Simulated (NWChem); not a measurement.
System: C2H4BCl; SMILES C=CBCl

```xyz
8

B     -0.5345     0.0316    -0.0014
H     -1.7330    -0.1100    -0.0025
Cl     0.0776     1.6758     0.0005
C      0.4236    -1.1727    -0.0014
C     -0.0661    -2.4251     0.0012
H      1.5108    -1.0300    -0.0027
H      0.5767    -3.3125     0.0022
H     -1.1465    -2.6080     0.0026
```
Atoms are numbered in this order, from 1.

Geometry: optimised at PBE0/def2-SVP.

Question: List the 4 lowest vertical singlet excitations from PBE/def2-SVPD, TDA (NWChem).

Answer: 
| state | energy (eV) | oscillator strength | leading excitation (squared amplitude) |
|---|---|---|---|
| S1 | 4.14 | 0.000 | HOMO → LUMO (1.00) |
| S2 | 5.75 | 0.000 | HOMO−2 → LUMO (0.92) |
| S3 | 5.90 | 0.503 | HOMO−1 → LUMO (0.74) |
| S4 | 6.23 | 0.000 | HOMO−4 → LUMO (0.96) |
